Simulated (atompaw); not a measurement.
# Building the PAW (atompaw) potential for sulfur (PBEsol, scalar-relativistic).

* Element: S (Z = 16)
* Generator: atompaw 4.2.0.5
* Type: PAW
* Functional: PBEsol
* Relativity: scalar-relativistic
* Frozen core: [Ne]
* Valence charge: 6
* Reference configuration: 3s2 3p4
* Partial waves: 3s (bound): rc 1.90 bohr; 3s channel at -0.3 Ry: rc 1.30 bohr; 3p (bound): rc 1.90 bohr; 3p channel at 0.2 Ry: rc 1.90 bohr; 3d channel at 0.3 Ry: rc 1.90 bohr; 3d channel at 2.6 Ry: rc 1.90 bohr
* Local potential: troulliermartins scheme with l = 3 at 0.5 Ry, radius 1.50 bohr
* Core correction: smooth core density matched at 1.00 bohr
* Augmentation charge: sinc compensation charge, radius 1.55 bohr; PAW radius 1.90 bohr; waves and projectors: custom rrkj vanderbiltortho

- Cutoffs needed: 15 Ry and 21 Ry (the cutoffs (Ry, on a coarse ladder) from which the occupation-weighted sum of valence levels, in a spherical-Bessel basis at the reference potential, stays within 10 and 1 mRy of its value at 400 Ry)
- Ghost test: no extra level below or beside the all-electron valence levels (s, p, d, f tested) (spherical-Bessel basis up to 400 Ry, 20 bohr box)
- Lowest eigenvalue of the overlap operator: 0.10 (s channel)
- Overlap eigenvalues printed by atompaw (projector basis): 0.0297, 0.13, 0.441, 185, 307, 1.39e+04
- Share of each valence orbital outside the PAW sphere: 3s 32 %, 3p 50 %
